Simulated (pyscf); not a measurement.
PySCF, gas phase, ωB97X-D3(BJ)/def2-SVP geometries.

Question: How much does it cost (ΔH, 298 K, ωB97M-D3(BJ)/def2-TZVP) to split F–GeH₂–Sn(F)(F)–F (SMILES [F][GeH2][Sn]([F])([F])[F]) at its Ge–Sn bond into F–GeH₂• + F–Sn•(F)–F?

Answer: Ge–Sn to F–GeH₂• + F–Sn•(F)–F: 2.53 eV. The 7 functionals that were run give +2.37 (PBE) to +2.97 eV (ωB97X-D3(BJ)). F–GeH₂–Sn(F)(F)–F may be a fragile minimum: a first optimisation, from another start, lost the drawn bonds and fell apart. Elements up to Kr have no core potential and no relativistic terms here. Elements past Kr carry the def2 core potentials, without spin-orbit coupling.
